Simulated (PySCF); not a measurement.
**`C#CC[Si](C)(C)[SiH3]`: 4 charge schemes on one density**

Compound: C₅H₁₂Si₂.
Geometry (GFN2-xTB, Å), atoms numbered from 1 in this order:
```
atom  x, y, z in Å
C1     3.1076   -1.1014   -0.0321
C2     2.1427   -0.8325   -0.6884
C3     0.9599   -0.5079   -1.4426
Si4   -0.4689    0.0977   -0.2900
C5    -0.9173   -1.3708    0.8478
C6    -1.9693    0.4219   -1.4329
Si7    0.1847    1.9839    0.9026
H8     3.9654   -1.3417    0.5215
H9     1.2080    0.2695   -2.1688
H10    0.6501   -1.3920   -2.0050
H11   -1.7029   -1.1001    1.5478
H12   -1.2639   -2.2332    0.2839
H13   -0.0539   -1.6862    1.4264
H14   -2.8360    0.7170   -0.8490
H15   -1.7682    1.2202   -2.1415
H16   -2.2472   -0.4613   -2.0024
H17    1.3856    1.7605    1.7100
H18   -0.8611    2.4411    1.8249
H19    0.4748    3.1245    0.0259
```

Density: PBE0/pcSseg-1 (PySCF); schemes: Mulliken, IAO, Hirshfeld and ESP-fitted. One conformer (not necessarily the lowest) at the GFN2-xTB geometry, without solvent, vibrations or thermal averaging.

Q: Atoms with like bonding are taken together and averaged. At which atom do the 4 schemes differ most?

A: At C5/C6: from -0.706 (IAO) to -0.214 e (Hirshfeld), 0.492 e apart.

Q: For which atoms does the sign change between the 4 schemes (beyond +0.03 e in one, beyond −0.03 e in another)?

A: C2.

Q: Give the atomic charges in each scheme.

A: In e; atoms taken as equivalent share a row and are averaged (×n: the atom named and its like, n in all):

| atom | environment | Mulliken | IAO | Hirshfeld | ESP-fitted |
| --- | --- | --- | --- | --- | --- |
| C1 | terminal alkyne carbon | -0.387 | -0.278 | -0.135 | -0.570 |
| C2 | alkyne carbon | +0.145 | -0.022 | -0.043 | +0.163 |
| C3 | sp3 carbon bound to silicon | -0.429 | -0.543 | -0.143 | -0.492 |
| Si4 | four-coordinate silicon | +0.565 | +0.807 | +0.334 | +0.731 |
| C5/C6 | Si-methyl carbon | -0.597 | -0.706 | -0.214 | -0.680 |
| Si7 | SiH3 silicon | +0.268 | +0.262 | +0.204 | +0.084 |
| H8 | alkyne hydrogen | +0.036 | +0.198 | +0.086 | +0.331 |
| H9/H10 | methylene hydrogen | +0.173 | +0.173 | +0.055 | +0.168 |
| H11 (×6) | methyl hydrogen | +0.141 | +0.155 | +0.041 | +0.159 |
| H17/H18/H19 | Si–H hydrogen | -0.065 | -0.096 | -0.076 | -0.059 |

Mean size of the charges over all atoms: ESP-fitted 0.274 e, IAO 0.268 e, Mulliken 0.232 e, Hirshfeld 0.103 e. Each set sums to the total charge, 0, to within 0.001 e. The ESP scheme is a least-squares fit of atom-centred charges to the potential on four shells outside the van der Waals surface, with the total charge fixed. The Mulliken scheme counts on each atom the diagonal of the density matrix times the overlap matrix over that atom's basis functions.

Some averages cover members that differ in this geometry: C5/C6, ESP-fitted -0.730 to -0.630; H11 (×6), ESP-fitted +0.139 to +0.179 e.

Q: How closely do the schemes follow one another over all atoms?

A: Correlation coefficient and root-mean-square difference: Mulliken with IAO 0.97, 0.093 e; Mulliken with ESP-fitted 0.96, 0.105 e; IAO with ESP-fitted 0.96, 0.100 e; IAO with Hirshfeld 0.95, 0.231 e; Mulliken with Hirshfeld 0.92, 0.181 e; Hirshfeld with ESP-fitted 0.90, 0.245 e.

Q: Sum the charges by element.

A: 
| element | atoms | Mulliken | IAO | Hirshfeld | ESP-fitted |
| --- | --- | --- | --- | --- | --- |
| C | 5 | -1.866 | -2.255 | -0.749 | -2.259 |
| Si | 2 | +0.833 | +1.069 | +0.538 | +0.815 |
| H | 12 | +1.033 | +1.186 | +0.211 | +1.444 |

Q: How many electrons does the ESP-fitted scheme count on C1?

A: Z − q = 6 − (-0.570) = 6.570.

These values come from a run that also computed NMR shieldings. Time: 60 s; peak memory 0.90 GiB. Hardware: one thread of an Arm Neoverse N1, no GPU, shared host with 64 logical CPUs at a one-minute load of 58.
